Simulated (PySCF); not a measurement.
C3H5BF3NO.
Cartesian coordinates in Å at the PBE0-D3(BJ)/def2-SVP level; atoms count from 1:
```xyz
14
C3H5BF3NO angstrom
B      3.320    0.060    0.043
N      1.806    0.151   -0.084
C      0.662    0.224   -0.183
C     -0.777    0.353   -0.357
O     -1.427   -0.393    0.648
C     -2.770   -0.467    0.530
F     -3.232   -1.142    1.553
F     -3.325    0.746    0.512
F     -3.129   -1.079   -0.600
H      3.732    1.202   -0.107
H      3.688   -0.708   -0.834
H      3.524   -0.367    1.171
H     -1.046    1.422   -0.297
H     -1.040   -0.015   -1.364
```

Jobs on this species (14 atoms, 70 electrons) with PySCF (density fitting). Hardware of each: Arm Neoverse V1, one thread, on a shared host. The host was shared with other jobs, so the times are rough. Peak memory is the resident size of the whole Python process, interpreter and libraries included.

Problem. Rank these jobs by wall time, shortest first.
A. PBE0/pcSseg-1; shieldings, charges and field gradients; 178 basis functions
B. PBE0/def2-SVPD; 10 singlets by full TDDFT, 4 Tamm–Dancoff triplets, polarisability, ΔSCF ions; 232 basis functions
C. delta-SCF UKS SCAN, pcX-2 on the ionised atom, pcseg-1 elsewhere, spin-free X2C; ΔSCF core ionisation, 7 holes; 182 basis functions

Solution. A (33 s), C (75 s), B (3.3 min).

All jobs:

| level and settings | work | basis functions | SCF cycles | wall time | peak memory |
| --- | --- | --- | --- | --- | --- |
| PBE0/pcSseg-1 | shieldings, charges and field gradients | 178 | 14 | 33 s | 0.97 GiB |
| delta-SCF UKS SCAN, pcX-2 on the ionised atom, pcseg-1 elsewhere, spin-free X2C | ΔSCF core ionisation, 7 holes | 182 | 136 | 75 s | 0.68 GiB |
| PBE0-D3(BJ)/def2-SVP, grid level 1 | geometry optimisation from a GFN2-xTB start shaken at random | 151 | 76 | 1.9 min | 0.58 GiB |
| B3LYP/pcJ-1 | spin–spin couplings from 9 perturbed nuclei, spin–dipole term for 4 of them | 293 | 14 | 2.3 min | 1.2 GiB |
| PBE0/def2-SVPD | 10 singlets by full TDDFT, 4 Tamm–Dancoff triplets, polarisability, ΔSCF ions | 232 | 14 | 3.3 min | 1.1 GiB |

Problem. What do all jobs in the table cost together?

Solution. About 9.3 min; the longest takes about 35 % of that, and about 6 times as long as the shortest.
